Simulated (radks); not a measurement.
Cd4+, 44 electrons, occupied as [Kr] 4d8. All-electron calculation, Dirac Kohn-Sham, PBEsol, spin-unpolarised, spherical densities, finite nucleus; open shells fill j = l - 1/2 first; Fermi nuclear charge, rms radius 4.6087 fm. Program: a radial shooting solver on a logarithmic mesh with Libxc functionals.

Radial electron density D(r) = 4 pi r^2 rho(r):

r (bohr),D(r) (e/bohr)
0.004413,15.74
0.005016,18.88
0.005701,22.47
0.006531,26.78
0.007423,31.25
0.008437,36.06
0.009666,41.39
0.01099,46.42
0.01249,51.21
0.01431,55.73
0.01626,59.11
0.01848,61.36
0.02117,62.28
0.02406,61.74
0.02735,60.03
0.03133,57.45
0.03561,55.08
0.04047,53.64
0.04637,54.07
0.0527,56.81
0.0599,61.71
0.06862,68.27
0.07799,74.07
0.08864,77.63
0.1016,77.34
0.1154,72.93
0.1312,65.77
0.1503,57.97
0.1708,53.43
0.1942,53.27
0.2224,57.19
0.2528,61.67
0.2873,63.10
0.3292,58.48
0.3741,48.63
0.4252,36.44
0.4872,25.28
0.5537,19.30
0.6293,17.86
0.721,19.05
0.8195,20.01
0.9314,19.12
1.067,16.04
1.213,12.06
1.378,8.118
1.579,4.752
1.795,2.576
2.04,1.252
2.337,0.5097
2.656,0.1896
3.019,0.05970
3.459,0.01402
3.931,0.002809

D(r) has 4 maxima, at r = 0.0215, 0.0945, 0.281, 0.826 bohr, and minima at 0.0425, 0.182, 0.619 bohr, inside which lie 2.05, 11.14, 29.00 electrons.
